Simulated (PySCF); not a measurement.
Zr(NMe2)Cl3, C₂H₆Cl₃NZr (singlet state).
Bonds: Zr1–N2, Zr1–Cl11, Zr1–Cl12, Zr1–Cl13, N2–C3, N2–C4. Hydrogens: H5, H6, H7 on C3; H8, H9, H10 on C4.

Method used: PBE0-D3(BJ)/def2-SVP geometry optimisation, gas phase, def2 core potentials past Kr in PySCF.

Task: How far are the bound atoms from Zr1?

Result: 4 atoms: N2 1.981 Å, Cl12 2.348 Å, Cl11 2.351 Å, Cl13 2.352 Å. The nearest atom not counted as bound is H6, at 2.96 Å.

Task: List the angles at Zr1.

Result: 
| angle | degrees | distance of the outer atoms (Å) |
| --- | --- | --- |
| Cl11–Zr1–Cl12 | 116.3 | 3.99 |
| Cl11–Zr1–Cl13 | 110.8 | 3.87 |
| Cl12–Zr1–Cl13 | 108.5 | 3.81 |
| N2–Zr1–Cl12 | 107.8 | 3.50 |
| N2–Zr1–Cl11 | 106.8 | 3.49 |
| N2–Zr1–Cl13 | 106.2 | 3.47 |

Task: What is the shape at Zr1?

Result: Distorted tetrahedral: angles from 106.2° to 116.3°; τ4 = (360° − α − β)/141° = 0.94 with α and β the two widest (0 for a square, 1 for a tetrahedron).

Task: What are the other bond lengths?

Result: N2–C3, N2–C4 1.446 Å; C3–H5 and 5 like bonds 1.104 Å.

Task: Give some angles away from the centre.

Result: Zr1–N2–C3 121.7°, Zr1–N2–C4 123.6°, C3–N2–C4 114.6°.

Point group: near Cs, missed by 0.14 Å at most; the miss may be what the optimiser left on a soft mode. Charge 0, singlet. Stationary, but not proved a minimum.
